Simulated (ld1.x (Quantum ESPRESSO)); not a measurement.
# Scattering properties, PAW potential for hafnium

Hf, PAW, made with ld1.x (Quantum ESPRESSO) 7.5 (Wu–Cohen, scalar-relativistic). Core [Xe] 4f14, reference 5d2 6s2 6p0. Waves: 6s (bound): rcut 2.00, rcutus 2.75 bohr; 6s channel at 2.3 Ry: rcut 2.00, rcutus 2.75 bohr; 6p (bound, empty): rcut 3.35, rcutus 4.65 bohr; 6p channel at 1.05 Ry: rcut 3.35, rcutus 4.65 bohr; 5d (bound): rcut 2.85, rcutus 3.40 bohr; 5d channel at 1.05 Ry: rcut 2.85, rcutus 3.40 bohr. Local part: all-electron potential smoothed inside 2.35 bohr (lloc = -1). Core correction: Bessel-smoothed model core inside 2.60 bohr. Augmentation charge: GAUSS, radius 1.75 bohr.

The phase is arctan(r·u′/u) with u = r·R(r), unwrapped; energies in Ry, scanned from -2 to 5 Ry. A pole is an energy at which the radial function vanishes at the test radius. The pseudo phase is shifted by a multiple of π to meet the all-electron one at the reference energy, and phase errors are pseudo minus all-electron; the curves can meet again beyond the range given. Levels narrower than the energy grid can be missing from the lists of poles.

```
channel  radius (bohr)  reference energy (Ry)  poles, all-electron      poles, pseudo  unbroken range about the reference energy with phases within 0.05 rad  phase error 1 Ry above the reference energy (rad)
      s           5.04                  -0.38    -0.23, 1.70, 4.76  -0.23, 1.70, 4.70                                                        the whole range                                             -0.005
      p           5.04                  -0.10           0.28, 2.38   0.27, 1.64, 2.63                                                              below 1.2                                             -0.002
      d           5.04                  -0.20    -0.15, 1.23, 3.64  -0.15, 1.23, 3.29                                                              below 2.0                                             -0.000
```

Phases in the p channel:

```
E (Ry)  all-electron   pseudo
 -2.00         1.423    1.422
 -1.76         1.412    1.411
 -1.52         1.398    1.397
 -1.28         1.379    1.378
 -1.04         1.352    1.351
 -0.80         1.309    1.307
 -0.56         1.224    1.222
 -0.32         0.954    0.951
 -0.08        -0.818   -0.818
  0.16        -1.483   -1.484
  0.40        -1.637   -1.639
  0.64        -1.746   -1.750
  0.88        -1.917   -1.919
  1.12        -2.552   -2.556
  1.36        -4.135   -4.203
  1.60        -4.489   -4.633
  1.84        -4.603   -7.539
  2.08        -4.662   -7.739
  2.32        -4.704   -7.802
  2.56        -4.738   -7.843
  2.80        -4.772   -7.878
  3.04        -4.812   -7.914
  3.28        -4.873   -7.961
  3.52        -4.998   -8.045
  3.76        -5.500   -8.300
  4.00        -7.232  -10.033
  4.24        -7.611  -10.725
  4.48        -7.717  -10.854
  4.72        -7.769  -10.910
  4.96        -7.801  -10.942
```
